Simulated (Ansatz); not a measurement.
Basis-set extrapolation for CH6FNSi2 (`F[Si@H]1N[C@@H]1[SiH3]`) (PBE0-D4/def2-TZVP geometry, frozen core, the Gaussian-basis code of Ansatz). Multiplicity 1, RHF reference.

|  | def2-TZVPP | def2-QZVPP |
| --- | --- | --- |
| HF | -773.248835 | -773.276691 |
| MP2 correlation | -0.868164 | -0.936533 |
| CCSD(T) correlation | -0.943432 | not run |

Energies in hartree. Use E(X) = E(∞) + A·exp(−7.88·√X) for Hartree–Fock and E(X) = E(∞) + B·X^(−2.97) for correlation, with X = 3 and 4, and add CCSD(T) minus MP2 of the smaller set to the MP2 limit.

Q: What is the CCSD(T) energy at the basis-set limit?

A: HF limit: -773.276691 + (-0.027856) × 0.13774 = -773.28053. MP2 limit: -0.936533 + (-0.068369) × 0.74074 = -0.98718. Higher-order term: -0.943432 − (-0.868164) = -0.07527. Total: -774.34298 hartree, 395.7 kJ/mol below CCSD(T)/def2-TZVPP.
